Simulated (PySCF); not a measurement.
Ge(F)2(Cl)(NH2) (ClF2GeH2N), SMILES [F][Ge]([NH2])([Cl])[F]. Coordinates come from a PBE0-D3(BJ)/def2-SVP optimisation. This is a generated structure with no PubChem entry under its InChIKey; it may be hypothetical. One conformer was computed; it need not be the lowest.

All values below come from PBE0-D3(BJ)/def2-SVP in PySCF.

Harmonic wavenumbers (cm⁻¹): 81, 165, 198, 242, 246, 263, 432, 459, 725, 757, 785, 880, 1530, 3594, 3705. Rotational constants (GHz): 3.418, 2.135, 2.045; symmetry number 1.

Work out the zero-point energy and the ideal-gas rigid-rotor harmonic-oscillator thermochemistry at 298.15 K and 1 atm.

ZPE = ½ Σ hcν = ½ × 14063 cm⁻¹ = 20.10 kcal/mol. H − E(el) = 25.16 kcal/mol. Entropy in cal/(mol K): translation 41.16, rotation 27.47, vibration 16.23, total 84.85. G − E(el) = -0.13 kcal/mol. Cp = 24.44 cal/(mol K). Modes under 150 cm⁻¹ make the vibrational entropy uncertain.
